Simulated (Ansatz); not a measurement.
Reaction (redistribution): `C[SiH2][GaH][NH2]` + `[CH3][MgH]` → `C[SiH2][GaH2]` + `[CH3][Mg][NH2]`

Calculated with Ansatz (gas phase, PBE0-D4/def2-TZVP geometries, no zero-point term in ΔE). CBS: MP2 limit from def2 TZ/QZ plus the TZ coupled-cluster correction, frozen cores. DFT in def2-TZVPP. HSE06 is defined as in plane-wave codes. For Ga, Mg outer-core shells are correlated without core-valence functions, which leaves a few kJ/mol of doubt a bond. Scalar relativity is left out up to krypton. Each species was taken in one conformer, which may not be the lowest.

Problem. Is it downhill or uphill in electronic energy at CCSD(T)/CBS, and by how much? (An estimate is asked.)

Solution. Computed: Nearly level: ΔE = -0.9 kJ/mol.

Problem. What do these levels give: LDA (SPW92), B97M-V, HSE06-D4, r2SCAN0, RPA@PBE/def2-TZVPP, MP2/def2-QZVPP? (Best estimate.)

Solution. Ansatz gave: LDA (SPW92) 9.3, B97M-V 12.8, HSE06-D4 2.0, r2SCAN0 -1.2, RPA@PBE/def2-TZVPP 4.1, MP2/def2-QZVPP -2.5 kJ/mol.

Largest T1 diagnostic among the species: 0.014.

At CCSD(T), def2-SVP lies +5.5 kJ/mol from the extrapolated value and def2-TZVPP +2.7 kJ/mol. The D4 term adds +4.5 kJ/mol with B3LYP and +2.4 kJ/mol with PBE0; it sums over pairs of atoms, weighted by their polarisabilities, and B3LYP, whose exchange is more repulsive, gets the larger term. Leaving LDA and LC-ωPBE aside and taking each functional with its dispersion term where it has one, the values, not all of them listed here, spread over 14.4 kJ/mol, from B2PLYP to B97M-V. LDA lies +8.4 kJ/mol from PBE without D4.

B3LYP here is the variant with VWN-RPA as its local correlation; programs differ in this.
